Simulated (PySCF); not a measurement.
Compound: (F)3Ti-NH-SiH3 (singlet state).
Cartesian coordinates in Å at the PBE0-D3(BJ)/def2-SVP level; atoms count from 1:
```xyz
10
F3H4NSiTi angstrom
Ti    -0.0653    1.5257   -0.4569
F     -1.3853    1.9147    0.6095
F      1.1706    2.7437   -0.4572
F     -0.7193    1.2976   -2.0554
N      0.7172   -0.0527    0.1081
Si    -0.1354   -1.5527    0.4407
H      1.7314   -0.0600    0.2266
H      0.3100   -2.6437   -0.4768
H      0.0805   -1.9893    1.8526
H     -1.5798   -1.2600    0.2130
```

Theory: delta-SCF UKS SCAN, pcX-2 on the ionised atom (unc-x2c-TZVPall on a metal), pcseg-1 elsewhere, spin-free X2C (PySCF 2.14.0). Every row has its own mixed basis.

| ionised atom | basis functions | E(ground) (Eh) | binding energy (eV) |
| --- | --- | --- | --- |
| N5 | 156 | -1500.34232 | 404.724 |
| F2 | 156 | -1500.37443 | 691.756 |
| Si6 | 167 | -1500.38443 | 1847.498 |

Problem. Fill in the total energy of each core-ionised state.

Solution. With binding energy = E(ionised) − E(ground) and 27.2114 eV a hartree:

```
atom  binding energy (Eh)  E(ionised) (Eh)
  N5              14.8733       -1485.4690
  F2              25.4216       -1474.9529
 Si6              67.8943       -1432.4901
```

Problem. How much do the ground-state energies differ, and what would follow from using one of them for all holes?

Solution. They run from -1500.3844 Eh (core basis on Si6) to -1500.3423 Eh (on N5), 0.0421 Eh or 1.15 eV apart, for one and the same state in different bases and grids. Pairing the ion of N5 with the ground state of Si6 would put its binding energy 1.15 eV too high.

Only 1s holes are shown. One atom of each set of topologically equivalent atoms was ionised and stands for the set; in this conformer not all members are related by symmetry, and their own values weren't computed. Isolated species at its PBE0-D3(BJ)/def2-SVP geometry, gas phase. Metal 2p energies of this one-determinant scheme are less reliable than its 1s energies.

The run took 37 s wall on Arm Neoverse V1, one thread (shared host), and the process peaked at 0.60 GiB of memory.
